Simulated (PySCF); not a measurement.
**Two-component Hartree-Fock for Pb (lead, neutral)**

Start: [Xe] 4f14 5d10 6s2 6p2; 6p1/2 filled at m_j = -1/2, +1/2. Calculated with PySCF 2.14 in x2c-TZVPPall-2c with one added diffuse shell each of s, p, d, f type (12s12p10d4f, 126 functions): generalised Hartree-Fock with the X2C-1e Hamiltonian and a Gaussian nucleus; spin-orbit coupling (SO) screened by Boettger's factors.

```json
{"spinor shell": "1s1/2", "electrons": "2", "ε, screened SO (eV)": "-88469.9", "weight of nominal j (screened SO)": "1.000", "rms radius, screened SO (bohr)": "0.0181"}
{"spinor shell": "2s1/2", "electrons": "2", "ε, screened SO (eV)": "-15977.7", "weight of nominal j (screened SO)": "1.000", "rms radius, screened SO (bohr)": "0.0730"}
{"spinor shell": "2p1/2", "electrons": "2", "ε, screened SO (eV)": "-15319.9", "weight of nominal j (screened SO)": "1.000", "rms radius, screened SO (bohr)": "0.0617"}
{"spinor shell": "2p3/2", "electrons": "4", "ε, screened SO (eV)": "-13125.4", "weight of nominal j (screened SO)": "1.000", "rms radius, screened SO (bohr)": "0.0700"}
{"spinor shell": "3s1/2", "electrons": "2", "ε, screened SO (eV)": "-3907.0", "weight of nominal j (screened SO)": "1.000", "rms radius, screened SO (bohr)": "0.186"}
{"spinor shell": "3p1/2", "electrons": "2", "ε, screened SO (eV)": "-3611.0", "weight of nominal j (screened SO)": "1.000", "rms radius, screened SO (bohr)": "0.178"}
{"spinor shell": "3p3/2", "electrons": "4", "ε, screened SO (eV)": "-3114.5", "weight of nominal j (screened SO)": "1.000", "rms radius, screened SO (bohr)": "0.195"}
{"spinor shell": "3d3/2", "electrons": "4", "ε, screened SO (eV)": "-2633.4", "weight of nominal j (screened SO)": "1.000", "rms radius, screened SO (bohr)": "0.170"}
{"spinor shell": "3d5/2", "electrons": "6", "ε, screened SO (eV)": "-2528.2", "weight of nominal j (screened SO)": "1.000", "rms radius, screened SO (bohr)": "0.175"}
{"spinor shell": "4s1/2", "electrons": "2", "ε, screened SO (eV)": "-923.02", "weight of nominal j (screened SO)": "1.000", "rms radius, screened SO (bohr)": "0.408"}
{"spinor shell": "4p1/2", "electrons": "2", "ε, screened SO (eV)": "-793.83", "weight of nominal j (screened SO)": "1.000", "rms radius, screened SO (bohr)": "0.412"}
{"spinor shell": "4p3/2", "electrons": "4", "ε, screened SO (eV)": "-670.53", "weight of nominal j (screened SO)": "1.000", "rms radius, screened SO (bohr)": "0.446"}
{"spinor shell": "4d3/2", "electrons": "4", "ε, screened SO (eV)": "-459.83", "weight of nominal j (screened SO)": "1.000", "rms radius, screened SO (bohr)": "0.455"}
{"spinor shell": "4d5/2", "electrons": "6", "ε, screened SO (eV)": "-436.17", "weight of nominal j (screened SO)": "1.000", "rms radius, screened SO (bohr)": "0.466"}
{"spinor shell": "5s1/2", "electrons": "2", "ε, screened SO (eV)": "-166.12", "weight of nominal j (screened SO)": "1.000", "rms radius, screened SO (bohr)": "0.916"}
{"spinor shell": "4f5/2", "electrons": "6", "ε, screened SO (eV)": "-160.62", "weight of nominal j (screened SO)": "1.000", "rms radius, screened SO (bohr)": "0.493"}
{"spinor shell": "4f7/2", "electrons": "8", "ε, screened SO (eV)": "-155.63", "weight of nominal j (screened SO)": "1.000", "rms radius, screened SO (bohr)": "0.495"}
{"spinor shell": "5p1/2", "electrons": "2", "ε, screened SO (eV)": "-119.91", "weight of nominal j (screened SO)": "1.000", "rms radius, screened SO (bohr)": "0.984"}
{"spinor shell": "5p3/2", "electrons": "4", "ε, screened SO (eV)": "-96.722", "weight of nominal j (screened SO)": "1.000", "rms radius, screened SO (bohr)": "1.08"}
{"spinor shell": "5d3/2", "electrons": "4", "ε, screened SO (eV)": "-30.289", "weight of nominal j (screened SO)": "1.000", "rms radius, screened SO (bohr)": "1.37"}
{"spinor shell": "5d5/2", "electrons": "6", "ε, screened SO (eV)": "-27.221", "weight of nominal j (screened SO)": "1.000", "rms radius, screened SO (bohr)": "1.41"}
{"spinor shell": "6s1/2", "electrons": "2", "ε, screened SO (eV)": "-14.910", "weight of nominal j (screened SO)": "1.000", "rms radius, screened SO (bohr)": "2.57"}
{"spinor shell": "6p1/2", "electrons": "2", "ε, screened SO (eV)": "-6.921", "weight of nominal j (screened SO)": "1.000", "rms radius, screened SO (bohr)": "3.38"}
```

```
   quantity   screened SO
E (hartree)  -20903.51933
        M_J             0
       ⟨J²⟩         0.000
       ⟨L²⟩         1.515
       ⟨S²⟩         1.515
```

Breit and QED terms are absent; they matter most for the inner s and p1/2 levels.

Densities and radii are taken from the X2C orbitals without a picture-change correction, which distorts them close to the nucleus.
